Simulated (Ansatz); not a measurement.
The cluster Sn₃F₅ (the lowest doublet isomer of a short search) was relaxed with r2SCAN-D4 (def2-SVP) in Ansatz in these states: charge +1 singlet, neutral doublet. The geometries follow in no particular order.

In the def2 sets Sn takes a core potential; there is no spin–orbit coupling.

A:

```xyz
8

Sn    1.4357   -0.1564   -1.7903
Sn   -1.2077   -1.2817    0.1672
Sn   -0.0221    1.6588    1.5934
F    -1.5921    0.8872    0.4461
F     1.1197    1.1889   -0.1554
F     0.9297   -1.5926   -0.3546
F    -0.6517   -0.2836   -1.7365
F    -0.0115   -0.4205    1.8302
```

B:

Cartesian coordinates in Å:
```
Sn 1.646 0.228 -1.072
Sn -1.450 -1.071 -0.436
Sn -0.008 1.511 1.275
F -1.759 1.014 -0.030
F 1.904 0.427 1.108
F 0.701 -1.553 -0.391
F -0.374 -0.060 -1.994
F -0.660 -0.496 1.540
```

Question: Judge from the bond lengths which geometry belongs to which state (an estimate).

Answer: A is the charge +1 singlet (Sn1–Sn3 4.107 Å, Sn3–F4 2.092 Å, Sn1–F7 2.092 Å); B is the neutral doublet (Sn1–Sn3 3.145 Å, Sn3–F4 2.240 Å, Sn1–F7 2.240 Å).

These are the stationary points nearest to one start from a short search; other shapes may lie lower in each state.
